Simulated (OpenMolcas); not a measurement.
**Kr⁺: input and output**

Input:

```
&GATEWAY
Coord
1

Kr 0.0 0.0 0.0
Basis=ANO-RCC-VTZP
Group=XYZ
NoMove
AngMom=0.0 0.0 0.0
AMFI
&SEWARD
&RASSCF
FileOrb=start.orb
Symmetry=2
Spin=2
nActEl=7 0 0
Inactive=8 6
Ras2=1 3
CIRoot=3 3 1
SDav=3
CIMx=300
Iter=120 100
PrWF=0.3
OrbListing=Nothing
MaxOrb=0
Atom
>>> COPY $Project.JobIph JOBPRE
&RASSCF
FileOrb=start.orb
Symmetry=2
Spin=2
nActEl=7 0 2
Inactive=8 6
Ras2=1 3
Ras3=5 0
CIRoot=3 3 1
SDav=318
CIMx=300
Iter=120 100
PrWF=0.3
OrbListing=Nothing
MaxOrb=0
Thrs=2.0e-7 1.0e-1 5.0e-4
Atom
>>> COPY $Project.JobIph JOB001
&RASSCF
FileOrb=start.orb
Symmetry=1
Spin=2
nActEl=7 0 2
Inactive=8 6
Ras2=1 3
Ras3=5 0
CIRoot=1 1 1
SDav=306
CIMx=300
Iter=120 100
PrWF=0.3
OrbListing=Nothing
MaxOrb=0
Thrs=2.0e-7 1.0e-1 5.0e-4
Atom
>>> COPY $Project.JobIph JOB002
&RASSI
NrOfJobIphs=2 3 1
1 2 3
1
IphNames
JOB001
JOB002
EJob
SpinOrbit
DIPRint=1.0
SOCoupling=1000.0
Subsets=2
MEES
Property=10
'ANGMOM' 1 'ANGMOM' 2 'ANGMOM' 3 'MLTPL  1' 1 'MLTPL  1' 2 'MLTPL  1' 3
'AMFI' 1 'AMFI' 2 'AMFI' 3 'MLTPL  2' 6
SOProperty=3
'ANGMOM' 1 'ANGMOM' 2 'ANGMOM' 3
```

A driver script runs the steps one by one and writes start.orb anew before each from the orbitals found so far.

Output, cut to the results:

```
--- SEWARD ---
Basis set label: KR.ANO-RCC...6S5P3D1F.

      Electronic valence basis set:
      ------------------
      Associated Effective Charge  36.000000 au
      Associated Actual Charge     36.000000 au
      Nuclear Model: Point charge

      Shell  nPrim  nBasis  Cartesian Spherical Contaminant
         s      20       6        X
         p      17       5        X
         d      11       3                 X
         f       4       1                 X
                  Relativistic Douglas-Kroll-Hess integrals:
                    - DKH order of Hamiltonian: 2
                    - DKH order of Properties : 0
                  Atomic mean-field integrals
--- RASSCF ---
Wave function specifications:
      -----------------------------

      Number of closed shell electrons          28
      Number of electrons in active shells       7
      Max number of holes in RAS1 space          0
      Max nr of electrons in RAS3 space          2
      Number of inactive orbitals               14
      Number of active orbitals                  9
      Number of secondary orbitals              20
      Spin quantum number                      0.5
      State symmetry                             2
Orbital specifications:
      -----------------------

      Symmetry species                           1   2
                                                ag  au
      Frozen orbitals                            0   0
      Inactive orbitals                          8   6
      Active orbitals                            6   3
      RAS1 orbitals                              0   0
      RAS2 orbitals                              1   3
      RAS3 orbitals                              5   0
      Secondary orbitals                         7  13
      Deleted orbitals                           0   0
      Number of basis functions                 21  22
      Number of CSFs                           318
      Number of root(s) required                 3
      Iter CI   SX   CI       RASSCF       Energy    max ROT     max BLB   max BLB  Level Ln srch  Step   QN
          iter iter root      energy       change     param      element    value   shift minimum  type update
 Nr of preliminary CI iterations:   1
      Total energies have been shifted. Add                -2000.00 au
        1   1    2    0  -787.64769294    0.00E+00   3.70E-08    9  16 1 -2.30E-07   0.00   0.00    SX    NO
        2   1    1    0  -787.64769294   -1.82E-12   0.00E+00    9  15 1 -4.05E-08   0.00   0.00    SX    NO
        3   1    1    0  -787.64769294   -3.64E-12   0.00E+00    9  15 1 -4.05E-08   0.00   0.00    SX    NO
        4   1    1    0  -787.64769294    5.00E-12   0.00E+00    9  15 1 -4.05E-08   0.00   0.00    SX    NO
      Convergence after  4 iterations
        5   1    1    0  -787.64769294   -1.82E-12   0.00E+00    9  15 1 -4.05E-08   0.00   0.00    SX    NO
      Natural orbitals and occupation numbers for root  1
      sym 1:   1.987578   0.012764   0.014399   0.014399   0.012764   0.012178
      sym 2:   0.998402   1.973758   1.973758
      Natural orbitals and occupation numbers for root  2
      sym 1:   1.987578   0.014399   0.012764   0.012178   0.012764   0.014399
      sym 2:   1.973758   1.973758   0.998402
      Natural orbitals and occupation numbers for root  3
      sym 1:   1.987578   0.012764   0.012764   0.012178   0.014399   0.014399
      sym 2:   1.973758   0.998402   1.973758
::    RASSCF root number  1 Total energy:  -2787.64769294
::    RASSCF root number  2 Total energy:  -2787.64769294
::    RASSCF root number  3 Total energy:  -2787.64769294
--- RASSCF ---
Wave function specifications:
      -----------------------------

      Number of closed shell electrons          28
      Number of electrons in active shells       7
      Max number of holes in RAS1 space          0
      Max nr of electrons in RAS3 space          2
      Number of inactive orbitals               14
      Number of active orbitals                  9
      Number of secondary orbitals              20
      Spin quantum number                      0.5
      State symmetry                             1
Orbital specifications:
      -----------------------

      Symmetry species                           1   2
                                                ag  au
      Frozen orbitals                            0   0
      Inactive orbitals                          8   6
      Active orbitals                            6   3
...
--- RASSI ---
SPIN-FREE ENERGIES:
  (Shifted by EMIN (a.u.) =      -2787.6476929411)

 SF State       Relative EMIN(au)   Rel lowest level(eV)    D:o, cm**(-1)      L_eff

     1             0.0000000000        0.0000000000              0.0000         1.0
     2             0.0000000000        0.0000000000              0.0000         1.0
     3             0.0000000000        0.0000000000              0.0000         1.0
     4             0.5062771839       13.7765039997         111114.9983         0.0
     Dipole printing threshold changed to   1.00000000E+00

++ Dipole transition strengths (spin-free states):
   -----------------------------------------------
     for osc. strength at least  1.00000000E+00

  ( Max oscillator strength is only    2.7344550657488843E-002 )
--
Eigenvalues of complex Hamiltonian:
   -----------------------------------
  (Shifted by EMIN (a.u.) =      -2787.6476929411)

 SO State       Relative EMIN(au)   Rel lowest level(eV)    D:o, cm**(-1)     J-value

     1            -0.0073137742        0.0000000000              0.0000         1.1
     2            -0.0073137742        0.0000000000              0.0000         1.1
     3            -0.0073137742        0.0000000000              0.0000         1.2
     4            -0.0073137742        0.0000000000              0.0000         1.2
     5             0.0146275484        0.5970538020           4815.5637         0.4
     6             0.0146275484        0.5970538020           4815.5637         0.4
     7             0.5062771839       13.9755219337         112720.1862         0.4
     8             0.5062771839       13.9755219337         112720.1862         0.4
Weights of the five most important spin-orbit-free states for each spin-orbit state.

 SO State  Total energy (au)           Spin-free states, spin, and weights
 -------------------------------------------------------------------------------------------------------
...
```

The J values that RASSI prints are effective ones from its own formula and need not be integers or half-integers; the table below assigns J from the states.

Levels above the lowest, from the spin-orbit matrix, grouped by J:

```tsv
Configuration	Term	J	E (cm⁻¹)	Measured (cm⁻¹)	Term weight %
4s² 4p⁵	²P°	3/2	0.0	0.0	100
4s² 4p⁵	²P°	1/2	4816	5370	100
4s 4p⁶	²S	1/2	112720	109000	100
```

Against the 2 measured excited levels shown (NIST Handbook of Basic Atomic Spectroscopic Data) the mean absolute deviation is 2100 cm-1; the largest miss in energy is 4s 4p⁶ ²S_1/2: computed 112720, measured 109000 cm⁻¹ (+3.4 %), and the largest in proportion 4s² 4p⁵ ²P°_1/2 (-10.3 %).

Without dynamic correlation excited terms often stand tens of per cent too high (terms of higher spin than the ground term too low), and those without a measured partner can miss by more than the paired ones. Active for correlation alone: 4d; no level in the range computed is led by a configuration that fills it, so any true level of that kind is missing. Some terms mix strongly with configurations of 4d, whose occupation reaches 0.33 (4s 4p⁶ ²S). Measured partners are found by configuration, term and J. A level has none where our copy of the source lacks it or the pairing is in doubt (some pairs that miss far off the trend of their configuration count as doubtful), and it then counts in no deviation. Levels of configurations outside the active space are missing. The first state left out of the spin-orbit step lies near 160000 cm-1 above the lowest spin-free state of the reference (among the parities and spins computed), and the list stops at four fifths of that energy or lower.

The term weight is that of the spin-free term in the level, not the purity of its configuration. ° marks odd parity.
